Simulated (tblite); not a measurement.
Compound: C4H12OSi.
Structure used (GFN2-xTB), in Å, numbered top down from 1:
```xyz
18
C4H12OSi angstrom
C     -2.4001   -1.3672   -0.1589
C     -1.6368   -0.0601   -0.3334
C     -0.1576   -0.2023    0.0216
C      0.6049    1.1099   -0.1581
Si     2.4412    1.0084    0.3383
O      3.2526   -0.0808   -0.5581
H     -2.3404   -1.7095    0.8721
H     -1.9855   -2.1412   -0.8014
H     -3.4489   -1.2357   -0.4153
H     -1.7254    0.2761   -1.3693
H     -2.0846    0.7081    0.3015
H     -0.0701   -0.5382    1.0582
H      0.2841   -0.9752   -0.6143
H      0.5199    1.4234   -1.2012
H      0.1107    1.8831    0.4319
H      3.1581    2.2345    0.0189
H      2.5225    0.6508    1.7588
H      2.9466   -0.9774   -0.6631
```

Level: GFN2-xTB in tblite, geometry and Hessian alike; calculated harmonic values, unscaled, isolated species. This tight-binding method is rough: wavenumbers can miss measured ones by several per cent, in bad cases by 10 to 20. Modes of hydrogen on silicon can be 10 to 20 % off. One conformer, not necessarily the lowest.

Harmonic wavenumbers (cm⁻¹): 39.6, 76.8, 107.8, 135.9, 201.1, 229.8, 249.0, 321.6, 382.1, 510.4, 605.6, 698.7, 745.5, 761.4, 776.7, 793.3, 802.5, 896.4, 911.7, 936.1, 1031.3, 1073.1, 1099.8, 1114.0, 1218.7, 1241.1, 1274.8, 1293.9, 1323.9, 1371.7, 1415.7, 1492.7, 1497.9, 1499.9, 1506.1, 1507.7, 2221.6, 2325.9, 2941.8, 2962.1, 2962.9, 2969.6, 2978.9, 2990.1, 3028.1, 3030.5, 3036.8, 3671.8.

A = 7222, B = 1023, C = 952.2 MHz; mass 104.066 u (most abundant isotopes); point group C1, symmetry number 1.

Problem. What is the zero-point energy?

Solution. Half the sum of the wavenumbers: 33132 cm⁻¹ = 396.35 kJ/mol.

Problem. Entropy at 273.15 K, 1 bar (ideal gas, RRHO, classical rotation)?

Solution. Translation 164.97, rotation 116.96, vibration 103.26: S = 385.2 J/(mol K).

Problem. And Cp and H(273.15 K) − H(0)?

Solution. Cp = 136.46 J/(mol K), of which vibrations give 103.20 (their classical limit is 48 R = 399.1); H(273.15 K) − H(0) = 23.69 kJ/mol without the zero-point energy, 14.60 from vibrations.

Problem. Which modes carry the vibrational entropy at 273.15 K?

Solution. 39.6 cm⁻¹: 21.36; 76.8 cm⁻¹: 15.90; 107.8 cm⁻¹: 13.13; 135.9 cm⁻¹: 11.27; 201.1 cm⁻¹: 8.21; 229.8 cm⁻¹: 7.22 J/(mol K); the other 42 give 26.17 together.

Problem. Blend soft modes into free rotors: weight 1/[1 + (100 cm⁻¹/ν̃)⁴] for the oscillator and the rest for a rotor with moment μB/(μ + B), μ = h/(8π²ν), B = 10⁻⁴⁴ kg m². What vibrational entropy results?

Solution. 94.20 J/(mol K) in place of 103.26, which changes −T·S at 273.15 K by +2.48 kJ/mol.

Problem. What must be added to the electronic energy to get the Gibbs energy at 273.15 K and 1 bar?

Solution. ZPE + [H(273.15 K) − H(0)] − T·S = 396.35 + 23.69 − 105.21 = 314.83 kJ/mol.

Hindered rotation and anharmonicity are outside this model. Other conformers, if any are populated, would add a mixing term that is left out. The structure is chiral; the term R ln 2 for an equal mix with its mirror image is left out.
